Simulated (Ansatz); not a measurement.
CH$_{3}$F$_{3}$Ge (`F[C](F)(F)[GeH3]`), relaxed with RKS PBE-D4/def2-SVP in Ansatz from a rough embedded geometry. The force threshold is 0.03 eV/Å; the program also tests the step.

Total charge 0; spin multiplicity 1.

Start:

```xyz
8

F    -0.219    0.623    1.880
C    -0.192    0.821    0.499
F     0.792    1.754    0.207
F    -1.497    1.331    0.097
Ge    0.221   -0.804   -0.484
H    -0.874   -1.894   -0.162
H     0.202   -0.508   -1.991
H     1.567   -1.323   -0.046
```

(1) How much energy does the relaxation release, and in how many steps? (Estimate.)

(2) Which bonds change most? (An estimate is asked.)

(3) Give the relaxed structure. (Estimate.)

Results:

(1) Computed: 29.16 kJ/mol, in 4 steps.

(2) The calculation gave: C2–F4 from 1.458 to 1.357 Å; C2–Ge5 from 1.943 to 2.009 Å; F1–C2 from 1.395 to 1.356 Å; Ge5–H8 from 1.508 to 1.545 Å.

(3) Ansatz gave: 
```xyz
8

F    -0.227    0.636    1.835
C    -0.204    0.839    0.495
F     0.721    1.799    0.244
F    -1.415    1.337    0.137
Ge    0.209   -0.856   -0.502
H    -0.889   -1.886   -0.156
H     0.206   -0.522   -2.010
H     1.600   -1.348   -0.043
```
